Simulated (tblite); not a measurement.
Species: C7H15NSi.
Geometry (GFN2-xTB, Å), atoms numbered from 1 in this order:
```
atom  x, y, z in Å
C1    -0.3979    2.6304    0.8920
C2     0.3495    1.6154    0.4775
C3    -0.0561    0.2113    0.3349
N4     0.8558   -0.6627   -0.3607
C5     1.1448   -0.2392   -1.7178
C6     2.0713   -0.9538    0.3651
Si7   -0.9989   -0.6101    1.7947
C8    -1.5531   -0.0875    0.0782
C9    -1.9233   -1.1296   -0.9515
H10    0.0035    3.6262    0.9723
H11   -1.4320    2.5161    1.1695
H12    1.3878    1.8103    0.2339
H13    0.2235    0.0600   -2.2097
H14    1.8510    0.6035   -1.7654
H15    1.5799   -1.0784   -2.2635
H16    1.8192   -1.3116    1.3629
H17    2.6131   -1.7389   -0.1643
H18    2.7427   -0.0867    0.4674
H19   -1.2905    0.2386    2.9347
H20   -0.7879   -2.0277    2.0145
H21   -2.1528    0.8112   -0.0218
H22   -1.2004   -1.9402   -0.9439
H23   -2.9110   -1.5369   -0.7385
H24   -1.9501   -0.6999   -1.9528
```

Level: GFN2-xTB in tblite, geometry and Hessian alike; calculated harmonic values, unscaled, isolated species. This tight-binding method is rough: wavenumbers can miss measured ones by several per cent, in bad cases by 10 to 20. Modes of hydrogen on silicon can be 10 to 20 % off. One conformer, not necessarily the lowest.

Harmonic wavenumbers (cm⁻¹): 82.2, 109.5, 136.7, 167.1, 186.8, 198.2, 213.1, 229.4, 246.2, 268.1, 318.6, 331.8, 410.3, 428.2, 479.4, 512.1, 522.7, 526.7, 565.7, 654.1, 709.4, 752.6, 784.1, 852.3, 934.8, 959.4, 989.2, 1001.8, 1025.2, 1044.0, 1078.4, 1095.9, 1121.8, 1129.8, 1148.8, 1194.6, 1211.9, 1276.6, 1317.4, 1322.7, 1404.3, 1412.1, 1423.5, 1425.0, 1479.3, 1488.7, 1494.0, 1496.9, 1503.5, 1512.0, 1674.7, 2362.4, 2375.8, 2842.1, 2856.8, 2981.2, 2991.1, 2992.6, 3005.8, 3008.8, 3015.9, 3033.8, 3051.0, 3052.5, 3101.9, 3120.2.

A = 1471, B = 1271, C = 1072 MHz; mass 141.097 u (most abundant isotopes); point group C1, symmetry number 1.

**Question.** What is the zero-point energy?

**Answer.** Half the sum of the wavenumbers: 43822 cm⁻¹ = 524.23 kJ/mol.

**Question.** Give the ideal-gas entropy at 298.15 K and 1 bar in the rigid-rotor, harmonic-oscillator model (classical rotation).

**Answer.** Translation 170.58, rotation 123.27, vibration 142.28: S = 436.1 J/(mol K).

**Question.** And Cp and H(298.15 K) − H(0)?

**Answer.** Cp = 199.63 J/(mol K), of which vibrations give 166.37 (their classical limit is 66 R = 548.8); H(298.15 K) − H(0) = 34.30 kJ/mol without the zero-point energy, 24.39 from vibrations.

**Question.** How do the functions run with temperature in this model?

**Answer.** 
```
T (K)  S (J/(mol K))  Cp (J/(mol K))  H − H(0) (kJ/mol)  G − H(0) (kJ/mol)  ln q(vib)
  100          287.5            87.8               5.38             -23.37       1.14
  200          367.5           147.4              17.26             -56.24       4.07
  300          437.4           200.6              34.67             -96.54       7.34
  500          562.9           294.5              84.61            -196.82      13.93
  800          723.6           389.0             188.32            -390.56      23.43
 1000          815.2           431.2             270.55            -544.63      29.32
```

q(vib) and H(0) count from the zero-point level.

**Question.** Which modes carry the vibrational entropy at 298.15 K?

**Answer.** 82.2 cm⁻¹: 16.06; 109.5 cm⁻¹: 13.71; 136.7 cm⁻¹: 11.92; 167.1 cm⁻¹: 10.33; 186.8 cm⁻¹: 9.45; 198.2 cm⁻¹: 8.99 J/(mol K); the other 60 give 71.81 together.

Hindered rotation and anharmonicity are outside this model. Other conformers, if any are populated, would add a mixing term that is left out. The structure is chiral; the term R ln 2 for an equal mix with its mirror image is left out.

On one thread of an Arm Neoverse V1 (shared host), this took 1.2 s. The figure is for the frequency step alone.
